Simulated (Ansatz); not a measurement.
C3H8Si, SMILES `C/C=[SiH]/C` (charge 0, multiplicity 1).

These are BLYP/cc-pVTZ // PBE0-D3(BJ)/def2-TZVP (Ansatz, an electronic-structure program) values and carry that method's errors.

Ansatz 0.2 input:
```yaml
crystal:
  periodic: [false, false, false]
  atoms:
    - { symbol: C, position_ang: [2.197568, -0.067194, 0.061645] }
    - { symbol: C, position_ang: [0.734881, -0.375208, 0.125253] }
    - { symbol: Si, position_ang: [-0.525662, 0.430957, -0.694355] }
    - { symbol: C, position_ang: [-2.325135, -0.024695, -0.554185] }
    - { symbol: H, position_ang: [2.772815, -0.925275, -0.304107] }
    - { symbol: H, position_ang: [2.598863, 0.180667, 1.050846] }
    - { symbol: H, position_ang: [2.411765, 0.776123, -0.599202] }
    - { symbol: H, position_ang: [0.454142, -1.208138, 0.767993] }
    - { symbol: H, position_ang: [-0.226486, 1.575434, -1.589851] }
    - { symbol: H, position_ang: [-2.913626, 0.810034, -0.166303] }
    - { symbol: H, position_ang: [-2.738646, -0.299697, -1.527289] }
    - { symbol: H, position_ang: [-2.440492, -0.873014, 0.122711] }
basis:
  gaussian: { orbitals: cc-pVTZ }
hamiltonian:
  xc: blyp
```

Output:

```
Functional definition: BLYP
1247 factors; their error is unknown
mean field evaluation 1: about -11092.8692 eV, gradient 1.0e2 eV
mean field evaluation 2: about -11011.5854 eV, gradient 1.8e2 eV
mean field evaluation 4: about -11113.0004 eV, gradient 4.0e1 eV
mean field evaluation 8: about -11117.4860 eV, gradient 1.8e-1 eV
mean field evaluation 16: about -11117.4450 eV, gradient 1.4e-4 eV
mean field -11117.44498030 eV, -408.5585673512 hartree, gradient 4.4e-5 eV, S^2 0.000000; 0 other end points of the search recorded, 0 dependent functions left out
reference -11117.44538011 eV, -408.5585820440 hartree; 20, 20 occupied and 216, 216 virtual orbitals, 1247 factors
Total energy: -11117.44538011 eV, -408.5585820440 hartree
```
